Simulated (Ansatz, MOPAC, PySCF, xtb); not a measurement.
Complex: HF (SMILES F) (first 2 atoms) with C4H6 (SMILES C=CC=C); geometry from B3LYP-D3(BJ)/def2-TZVP, rigid monomers moved along the line of their centres of mass till H2···C3 is 2.91 Å.
(charge 0, multiplicity 1):
```xyz
12

F      0.536     0.020     0.248
H      0.655     0.250     1.148
C      0.946     1.280     3.856
C      0.499     0.088     4.270
C     -0.893    -0.214     4.551
C     -1.321    -1.408     4.960
H      0.272     2.117     3.716
H      1.997     1.458     3.673
H      1.206    -0.725     4.412
H     -1.604     0.595     4.410
H     -2.367    -1.598     5.161
H     -0.634    -2.234     5.104
```

Interaction energies are E(AB) − E(A) − E(B) at the monomers' geometry in the complex; basis-set methods are counterpoise corrected.

The state that PM3 reach isn't checked.

Run with Ansatz (Gaussian basis) for Hartree–Fock, density functionals and correlated methods; MOPAC for PM3 (differences of heats of formation); PySCF for the dispersion terms; xtb for the GFN methods. 

Question: One of these levels gives -12.0 kJ/mol for the interaction energy. Which?
(A) PBE-D4/def2-TZVPPD
(B) PM3
(C) GFN-FF

Answer: A, PBE-D4/def2-TZVPPD. The others give -8.0 (GFN-FF), -3.7 (PM3)

Ansatz is a program for electronic structure.
